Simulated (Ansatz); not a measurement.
BeMe(OH) (CH4BeO), relaxed as a singlet with RKS PBE-D4/def2-TZVP in Ansatz, starting from the GFN2-xTB geometry. Force threshold 0.02 eV/Å.

Start:

Cartesian coordinates in Å:
```
Be 0.499 0.385 0.171
C -0.747 -0.683 -0.374
H -1.726 -0.210 -0.412
H -0.874 -1.541 0.282
H -0.600 -1.105 -1.365
O 1.443 1.231 0.698
H 2.005 1.923 0.999
```

(1) Estimate the energy that the relaxation releases and the steps that it takes.

(2) Does the start keep its bonding and symmetry?

(3) Predict the relaxed structure.

Answers

(1) 9.4 kJ/mol, in 8 steps; 9 s on 4 threads of Arm Neoverse N1 on a shared host. No frequencies were taken in this run, so the end may be a saddle point.

(2) By distances, no bond broke or formed. The bond that changes most is Be1–O6, from 1.37 to 1.43 Å (atoms count from 1).

(3) 
Cartesian coordinates in Å:
```
Be 0.497 0.310 0.263
C -0.739 -0.662 -0.356
H -1.702 -0.129 -0.400
H -0.898 -1.556 0.269
H -0.517 -1.016 -1.375
O 1.573 1.058 0.827
H 1.787 1.994 0.772
```
Bond lengths: 1 × Be–C 1.69 Å; 1 × Be–O 1.43 Å; 3 × C–H 1.10 Å; 1 × H–O 0.96 Å.
